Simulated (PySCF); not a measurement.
Compound: C₁₀H₉N.
SMILES with atom numbers: `[N:1]#[C:2]/[CH:3]=[CH:4]\[C@:5]12[CH:6]=[CH:7][C@H:8]([CH:9]=[CH:10]1)[CH2:11]2`

NICS = −σ at a ghost point: NICS(0) at the centroid of the ring atoms, NICS(1) 1 Å to either side along the normal of their mean plane, zz for the tensor component along that normal. Level: GIAO PBE0/pcSseg-1 (PySCF, non-relativistic, gas phase) on the PBE0-D3(BJ)/def2-SVP geometry, one conformer.

Ring bond lengths (Å), with Mayer bond orders in brackets: C5–C6 1.546 (0.92), C6–C7 1.334 (1.87), C7–C8 1.534 (0.95), C8–C11 1.544 (0.94), C11–C5 1.550 (0.97); C5–C10 1.546 (0.92), C10–C9 1.334 (1.87), C9–C8 1.534 (0.95), C8–C11 1.544 (0.94), C11–C5 1.550 (0.97).

Task: Give the NICS values of each ring in ppm.

Result: 
```
            ring                                                    type  NICS(0)  NICS(1), two faces  NICS(1)zz, two faces  rms pucker (Å)  centre to ring atoms, mean (Å)
 C5–C6–C7–C8–C11  5-membered carbocycle; formal bonds 1 double, 4 single     -2.7         -3.3 / -4.2           -6.3 / -3.5            0.27                            1.23
C5–C10–C9–C8–C11  5-membered carbocycle; formal bonds 1 double, 4 single     -2.7         -4.2 / -3.3           -3.5 / -6.3            0.27                            1.23
```

Task: What do they say, and how far can they be read as aromaticity?

Result: 
- C5–C6–C7–C8–C11: mean NICS(1)zz -4.9 ppm, shielded. C5, C8, C11 have four or more neighbours, so the value isn't read as a sign of a π ring current. C9, outside the ring, lies only 1.18 Å from a NICS(1) probe, which then mostly feels that atom.
- C5–C10–C9–C8–C11: mean NICS(1)zz -4.9 ppm, shielded. C5, C8, C11 have four or more neighbours, so the value isn't read as a sign of a π ring current. C7, outside the ring, lies only 1.18 Å from a NICS(1) probe, which then mostly feels that atom.

Task: What is the mean of the two in-plane components of NICS at the second NICS(1) probe listed for ring C5–C10–C9–C8–C11, 1 Å off the ring?

Result: The isotropic value is a third of the trace: (3 × -3.3 − (-6.3))/2 = -1.8 ppm.

Task: List the ring angles and the Hirshfeld charges of the ring atoms.

Result: 
- C5–C6–C7–C8–C11: C5 98.2° (+0.016 e), C6 106.9° (-0.053 e), C7 107.3° (-0.049 e), C8 98.5° (-0.024 e), C11 92.8° (-0.065 e); sum 503.6° against 540° for a flat convex ring.
- C5–C10–C9–C8–C11: C5 98.1° (+0.016 e), C10 106.9° (-0.053 e), C9 107.3° (-0.049 e), C8 98.5° (-0.024 e), C11 92.8° (-0.065 e); sum 503.6° against 540° for a flat convex ring.

Task: How do the values depend on the level or the medium?

Result: 
```tsv
level	NICS(0), C5–C6–C7–C8–C11	mean NICS(1)zz, C5–C6–C7–C8–C11	NICS(0), C5–C10–C9–C8–C11	mean NICS(1)zz, C5–C10–C9–C8–C11
PBE0/pcSseg-1, gas	-2.7	-4.9	-2.7	-4.9
WP04/pcSseg-2, gas	-2.9	-4.5	-2.9	-4.5
```

The geometry is the same throughout.
